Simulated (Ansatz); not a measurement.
Input (CCSDT(Q)/aug-cc-pV(D+d)Z; Ansatz, a first-principles code): A basis named .json is the Basis Set Exchange file of that set.

Ansatz 0.2 input:
```yaml
crystal:
  periodic: [false, false, false]
  atoms:
    - {symbol: Si, position_ang: [1.52358271, -0.22941631, -0.35599767]}
    - {symbol: N, position_ang: [0.22076052, 0.31457445, 0.47805878]}
    - {symbol: Si, position_ang: [-1.54896594, 0.07364194, 0.11890097]}
    - {symbol: H, position_ang: [1.27773273, -1.02142252, -1.56096257]}
    - {symbol: H, position_ang: [2.86962700, 0.09041854, 0.12515923]}
    - {symbol: H, position_ang: [0.41170802, 0.86403140, 1.31391819]}
    - {symbol: H, position_ang: [-2.10723975, -0.63696188, 1.27773130]}
    - {symbol: H, position_ang: [-1.52865800, -0.73442327, -1.11167984]}
    - {symbol: H, position_ang: [-2.11312836, 1.41717775, -0.07122389]}
basis:
  gaussian:
    orbitals: aug-cc-pV_D+d_Z.json
total_charge: 1
magnetization: {spin_polarized: false}
correlation: {method: ccsdt_q, electrons: outside_noble_gas}
```

Output:

```
Functional definition: HF
integrals: 0.54 GiB planned
2448 factors; integrals over basis functions are off by at most 2.0e-7 eV
mean field: 0.85 GiB planned
mean field evaluation 1: about -17288.5933 eV, gradient 5.5e1 eV
mean field evaluation 2: about -17288.6518 eV, gradient 5.5e1 eV
mean field evaluation 4: about -17295.5074 eV, gradient 3.8e0 eV
mean field evaluation 8: about -17295.5702 eV, gradient 1.2e-1 eV
mean field evaluation 16: about -17295.4847 eV, gradient 4.8e-1 eV
mean field -17295.57030370 eV, -635.6004853025 hartree, gradient 7.1e-6 eV, S^2 0.000000; 0 other end points of the search recorded, 0 dependent functions left out
11 core orbitals not correlated
reference -17295.57030370 eV, -635.6004853025 hartree; 9, 9 occupied and 121, 121 virtual orbitals, 2448 factors
second order -10.11083430 eV of doubles, -0.00000000 eV of singles
coupled cluster: 8.81 GiB planned
cycle   1  -10.91813643 eV  change   -8.1e-1 eV  update   1.0e-1
cycle   2  -11.50585824 eV  change   -5.9e-1 eV  update   4.6e-2
cycle   3  -11.80113388 eV  change   -3.0e-1 eV  update   2.8e-2
cycle   4  -11.77644826 eV  change    2.5e-2 eV  update   9.4e-3
cycle   5  -11.77690460 eV  change   -4.6e-4 eV  update   5.9e-3
cycle   6  -11.78144298 eV  change   -4.5e-3 eV  update   1.9e-3
cycle   7  -11.78112503 eV  change    3.2e-4 eV  update   9.6e-4
cycle   8  -11.78068422 eV  change    4.4e-4 eV  update   3.0e-4
cycle   9  -11.78078350 eV  change   -9.9e-5 eV  update   1.3e-4
cycle  10  -11.78090095 eV  change   -1.2e-4 eV  update   4.4e-5
cycle  11  -11.78084814 eV  change    5.3e-5 eV  update   1.9e-5
cycle  12  -11.78085286 eV  change   -4.7e-6 eV  update   8.1e-6
cycle  13  -11.78084639 eV  change    6.5e-6 eV  update   3.6e-6
cycle  14  -11.78084728 eV  change   -8.9e-7 eV  update   1.4e-6
cycle  15  -11.78084902 eV  change   -1.7e-6 eV  update   5.4e-7
cycle  16  -11.78084957 eV  change   -5.5e-7 eV  update   2.3e-7
perturbative correction -0.02425830 eV, -0.0008914759 hartree
Total energy: -17307.37541157 eV, -636.0343150149 hartree
```
